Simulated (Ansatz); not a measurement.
Consider the formal exchange of groups at the Si–N bond: `N[SiH2][SiH](N)O` + SiH₄ → `N[SiH](O)[SiH2][SiH3]` + NH₃.

Computed with Ansatz on PBE0-D4/def2-TZVP structures; ΔE is electronic, products minus reactants. CBS: MP2 limit from def2 TZ/QZ plus the TZ coupled-cluster correction, frozen cores. This one scheme is used for every species. Functionals use def2-TZVPP. B3LYP here is the variant with VWN-RPA as its local correlation; programs differ in this. One conformer a species, not always the lowest.

Problem. Is it downhill or uphill in electronic energy at CCSD(T)/CBS, and by how much? (Estimate.)

Solution. The calculation gave: Uphill: ΔE = +30.0 kJ/mol.

Problem. What do these levels give: PBE-D4, PBE0-D4, B3LYP-D4, ωB97X-V, ωB97M-V, PBE, r2SCAN, PBE0, CCSD(T)/def2-TZVPP, MP2/def2-QZVPP, HF/CBS(def2), CCSD/CBS(def2)? (Estimate.)

Solution. Ansatz gave: PBE-D4 13.3, PBE0-D4 17.9, B3LYP-D4 31.9, ωB97X-V 32.2, ωB97M-V 36.2, PBE 15.1, r2SCAN 25.1, PBE0 19.8, CCSD(T)/def2-TZVPP 30.7, MP2/def2-QZVPP 37.1, HF/CBS(def2) 51.2, CCSD/CBS(def2) 32.9 kJ/mol.

Largest T1 diagnostic among the species: 0.013.

From PBE to PBE0 (25 % exact exchange), in def2-TZVPP and without D4, ΔE moves by +4.7 kJ/mol. In def2-TZVPP, CCSD(T) changes the Hartree–Fock value by −19.6 kJ/mol (the triples alone add −2.9 kJ/mol) and MP2 by −13.1 kJ/mol.
